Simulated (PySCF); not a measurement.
Computed IR spectrum (relative IR intensity) of a molecule CH3FO2Si. The structure is a stationary point at PBE0-D3(BJ)/def2-SVP. One conformer was computed; it need not be the lowest. These are PBE0-D3(BJ)/def2-SVP run with PySCF 2.14.0 values and carry that method's errors. Frequencies are harmonic and unscaled.

ν (cm⁻¹): 128 (vw), 442 (m), 656 (s), 717 (w), 764 (w), 867 (w), 922 (s), 959 (s), 1196 (s), 1367 (m), 1849 (vs), 2283 (m), 2294 (m), 3735 (m) (against the strongest line: vs over 80 %, s over 45 %, m over 15 %, w over 4 %, vw less)

**Question.** Pick the molecule that these values belong to.
(A) O=C(O)[SiH2]F
(B) O=CO[SiH2]F
(C) F[SiH]1OCO1
(D) O=C[Si@@H](O)F

**Answer.** A, O=C(O)[SiH2]F
